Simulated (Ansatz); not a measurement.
FH2NSn, SMILES `[NH2][Sn][F]`, 5 atoms. Total charge 0; spin multiplicity 1. Correlated methods include outer-core shells of Sn, which these sets cover unevenly. Sn takes the def2 core potential. All runs use 2 threads of a server CPU on a shared host. Correlated methods freeze the cores. Open-shell runs search over several starts.

Problem. How many basis functions does each run have, and how long does it take in Ansatz? RKS PBE0-D4/def2-SVP energy; RHF-MP2/def2-QZVPP energy; UHF-CCSD(T)/def2-TZVPP energy of the cation; RHF-CCSD(T)/def2-TZVPP energy; RKS r2SCAN0-D4/def2-TZVPP energy; UKS r2SCAN-D4/def2-TZVPP energy of the cation; RKS PBE0-D4/def2-TZVP relaxation (7 steps); UKS PBE-D4/def2-TZVPP energy of the cation; UHF-MP2/def2-QZVPP energy of the cation; UKS ωB97X-V/def2-TZVPP energy of the cation; RKS ωB97M-V/def2-QZVPP energy; UKS PBE0-D4/def2-TZVPP energy of the cation. (Best estimate.)

Solution. Ansatz gave: Other jobs shared the machine, so times are rough.

```json
{"level": "RKS PBE0-D4/def2-SVP", "job": "energy", "functions": "64", "wall time": "0.6 s", "peak host memory (GiB)": "0.13"}
{"level": "RKS r2SCAN0-D4/def2-TZVPP", "job": "energy", "functions": "140", "wall time": "1.5 s", "peak host memory (GiB)": "0.26"}
{"level": "UKS PBE-D4/def2-TZVPP", "job": "energy of the cation", "functions": "140", "wall time": "3.7 s", "peak host memory (GiB)": "0.27"}
{"level": "RHF-MP2/def2-QZVPP", "job": "energy", "functions": "256", "wall time": "3.8 s", "peak host memory (GiB)": "0.71"}
{"level": "RKS ωB97M-V/def2-QZVPP", "job": "energy", "functions": "256", "wall time": "4.5 s", "peak host memory (GiB)": "0.71"}
{"level": "UKS r2SCAN-D4/def2-TZVPP", "job": "energy of the cation", "functions": "140", "wall time": "7 s", "peak host memory (GiB)": "0.31"}
{"level": "UKS PBE0-D4/def2-TZVPP", "job": "energy of the cation", "functions": "140", "wall time": "7.5 s", "peak host memory (GiB)": "0.44"}
{"level": "RHF-CCSD(T)/def2-TZVPP", "job": "energy", "functions": "140", "wall time": "12 s", "peak host memory (GiB)": "0.97"}
{"level": "RKS PBE0-D4/def2-TZVP", "job": "relaxation (7 steps)", "functions": "124", "wall time": "13 s", "peak host memory (GiB)": "0.23"}
{"level": "UKS ωB97X-V/def2-TZVPP", "job": "energy of the cation", "functions": "140", "wall time": "16 s", "peak host memory (GiB)": "0.56"}
{"level": "UHF-MP2/def2-QZVPP", "job": "energy of the cation", "functions": "256", "wall time": "26 s", "peak host memory (GiB)": "0.8"}
{"level": "UHF-CCSD(T)/def2-TZVPP", "job": "energy of the cation", "functions": "140", "wall time": "51 s", "peak host memory (GiB)": "2.3"}
```
